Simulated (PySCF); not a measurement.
## How the method moves the HOMO and LUMO of `C=N[SiH2]S[SiH3]`

Compound: CH₇NSSi₂.
Geometry (PBE0-D3(BJ)/def2-SVP, Å), atoms numbered from 1 in this order:
```
atom  x, y, z in Å
C1    -1.5564    0.6079    0.7042
N2    -0.6949    0.2378   -0.1396
Si3   -0.7727   -1.1686   -1.1815
S4     0.9225   -2.3760   -0.6920
Si5    2.3788   -0.7879   -0.5280
H6    -2.5243    0.0919    0.8822
H7    -1.3781    1.5010    1.3315
H8    -1.9886   -2.0204   -0.9879
H9    -0.7052   -0.6650   -2.5817
H10    3.6994   -1.4696   -0.6592
H11    2.3132   -0.1013    0.7921
H12    2.2097    0.1992   -1.6333
```

Basis pcSseg-2 throughout (PySCF), one geometry. The structure is a single PBE0-D3(BJ)/def2-SVP conformer in the gas phase; no vibrational or solvent corrections.

Question: How do the orbital energies, the gap and the dipole change with the method?

Answer: 
| method | kind | HOMO (eV) | LUMO (eV) | gap (eV) | μ (D) | SCF cycles |
| --- | --- | --- | --- | --- | --- | --- |
| BLYP | GGA | -5.96 | -2.28 | 3.68 | 2.00 | 15 |
| OPBE | GGA | -6.04 | -2.33 | 3.71 | 2.02 | 15 |
| PBE | GGA | -6.07 | -2.43 | 3.64 | 2.02 | 15 |
| B97-D | GGA | -6.08 | -2.32 | 3.76 | 2.06 | 15 |
| LDA | LDA | -6.16 | -2.68 | 3.49 | 2.06 | 14 |
| BP86 | GGA | -6.18 | -2.51 | 3.67 | 2.05 | 14 |
| KT2 | GGA | -6.18 | -2.35 | 3.83 | 2.03 | 15 |
| KT3 | GGA | -6.20 | -2.33 | 3.87 | 1.99 | 15 |
| B97-2 | global hybrid | -7.13 | -1.38 | 5.75 | 2.17 | 13 |
| B3LYP | global hybrid | -7.14 | -1.57 | 5.57 | 2.14 | 13 |
| PBE0 | global hybrid | -7.37 | -1.33 | 6.04 | 2.18 | 12 |
| mPW1PW91 | global hybrid | -7.40 | -1.34 | 6.06 | 2.19 | 12 |
| BHandHLYP | global hybrid | -8.44 | -0.14 | 8.30 | 2.32 | 12 |
| CAM-B3LYP | range-separated hybrid | -8.67 | -0.14 | 8.53 | 2.25 | 12 |
| wB97X-D | range-separated hybrid | -9.20 | 0.52 | 9.72 | 2.30 | 13 |
| LC-wPBE | range-separated hybrid | -10.04 | 1.05 | 11.09 | 2.35 | 14 |
| HF | Hartree–Fock | -10.11 | 2.52 | 12.63 | 2.59 | 11 |

The HOMO spans 4.15 eV, from BLYP down to HF, and the gap runs from 3.49 eV (LDA) to 12.63 eV (HF). Over the methods BLYP (0 %), OPBE (0 %), PBE (0 %), B97-D (0 %), LDA (0 %), BP86 (0 %), KT2 (0 %), KT3 (0 %), B97-2 (21 %), B3LYP (20 %), PBE0 (25 %), mPW1PW91 (25 %), BHandHLYP (50 %), HF (100 %), a straight line through the gap against the share of exact exchange rises by 0.90 eV for each 10 % (correlation coefficient 0.999). The dipole ranges from 1.99 D (KT3) to 2.59 D (HF). This basis has no diffuse functions.
